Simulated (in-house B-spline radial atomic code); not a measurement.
Configurations of the thallium ion Tl⁵⁺, with energies counted from [Xe] 4f14 5d8. Level of theory: Dirac-Hartree-Fock, average of configuration, Fermi nucleus of rms radius 5.4759 fm; calculated with a B-spline radial code for spherical atoms. Energies include first-order Breit, QED and recoil terms.

Occupations are held fixed; configurations that lie above the ionisation limit could autoionise.

```
                 configuration  E - E(ref) (eV)  highest orbital  its <r> (bohr)
             [Xe] 4f14 5d7 7g1           72.322            7g7/2           10.43
             [Xe] 4f14 5d7 9f1           74.272            9f7/2           14.06
[Kr] 4d10 4f14 5s2 5p5 5d8 8g1           146.62            8g7/2           14.13
             [Xe] 4f13 5d8 7p1           164.97            7p3/2           4.258
             [Xe] 4f13 5d8 8s1           172.66            8s1/2           5.873
             [Xe] 4f13 5d8 6g1              180            6g7/2           7.211
             [Xe] 4f13 5d8 9g1           187.62            9g7/2           18.36
```

(1) Order these further configurations by energy, lowest first.
A. [Xe] 4f13 5d8 6p1
B. [Xe] 4f14 5d7 6s1
C. [Kr] 4d10 4f14 5s2 5p5 5d8 7f1
D. [Kr] 4d10 4f14 5s2 5p5 5d8 9s1
E. [Kr] 4d10 4f14 5s2 5p5 5d9

(2) How far above the reference does [Xe] 4f14 5d7 7p1 lie?

(3) How far above the reference does [Xe] 4f14 5d7 7f1 lie?

## Answers

(1) B (17.851 eV), E (71.3 eV), C (139.49 eV), D (139.99 eV), A (141.73 eV).

(2) 53.881 eV; its least bound orbital is 7p3/2 with <r> = 4.291 bohr.

(3) 67.637 eV; its least bound orbital is 7f7/2 with <r> = 7.281 bohr.
